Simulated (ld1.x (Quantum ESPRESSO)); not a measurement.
Scattering properties, PAW potential for Ca (Z = 20)

```
Element                 : Ca
Generator               : ld1.x (Quantum ESPRESSO) 7.5
Type                    : PAW
Functional              : PBE
Relativity              : scalar-relativistic
Frozen core             : [Ne]
Valence charge          : 10
Reference configuration : 3s2 3p6 3d0 4s2 4p0
Partial waves           : 3s (bound): rcut 1.60, rcutus 1.75 bohr; 4s (bound): rcut 1.60, rcutus 1.75 bohr; 3p (bound): rcut 1.95, rcutus 2.35 bohr; 4p (bound, empty): rcut 1.95, rcutus 2.35 bohr; 3d (bound, empty): rcut 2.40, rcutus 2.90 bohr; 3d channel at 1.45 Ry: rcut 2.40, rcutus 2.90 bohr; 4f channel at 0.35 Ry: rcut 2.15, rcutus 2.40 bohr; 4f channel at 1.95 Ry: rcut 2.15, rcutus 2.40 bohr
Local potential         : all-electron potential smoothed inside 2.15 bohr (lloc = -1)
Core correction         : Bessel-smoothed model core inside 1.05 bohr
Augmentation charge     : PSQ, inside the norm-conserving radii
```

The phase is arctan(r·u′/u) with u = r·R(r), unwrapped; energies in Ry, scanned from -5 to 5 Ry. A pole is an energy at which the radial function vanishes at the test radius. The pseudo phase is shifted by a multiple of π to meet the all-electron one at the reference energy, and phase errors are pseudo minus all-electron; the curves can meet again beyond the range given. Levels narrower than the energy grid can be missing from the lists of poles.

| channel | radius (bohr) | reference energy (Ry) | poles, all-electron | poles, pseudo | unbroken range about the reference energy with phases within 0.05 rad | phase error 1 Ry above the reference energy (rad) |
| --- | --- | --- | --- | --- | --- | --- |
| s | 3.15 | -0.28 | -3.44, 1.46 | -3.44, 1.44 | below 2.9 | -0.002 |
| p | 3.15 | -0.10 | -2.02, 2.18 | -2.02, 1.95 | below 2.3 | -0.017 |
| d | 3.15 | -0.14 | 0.11, 3.31 | 0.11, 3.19 | below 4.1 | -0.002 |
| f | 3.15 | 0.35 | 3.07 | 3.07 | below 4.8 | +0.000 |

Phases in the d channel:

| E (Ry) | all-electron | pseudo |
| --- | --- | --- |
| -5.00 | 1.429 | 1.429 |
| -4.48 | 1.421 | 1.421 |
| -3.96 | 1.411 | 1.411 |
| -3.44 | 1.400 | 1.399 |
| -2.92 | 1.385 | 1.385 |
| -2.40 | 1.366 | 1.365 |
| -1.88 | 1.338 | 1.337 |
| -1.36 | 1.294 | 1.294 |
| -0.84 | 1.203 | 1.202 |
| -0.32 | 0.664 | 0.662 |
| 0.20 | -1.651 | -1.653 |
| 0.72 | -1.939 | -1.941 |
| 1.24 | -2.558 | -2.559 |
| 1.76 | -4.089 | -4.092 |
| 2.28 | -4.501 | -4.508 |
| 2.80 | -4.637 | -4.648 |
| 3.32 | -4.713 | -4.732 |
| 3.84 | -4.775 | -4.809 |
| 4.36 | -4.843 | -4.920 |
| 4.88 | -4.954 | -5.218 |
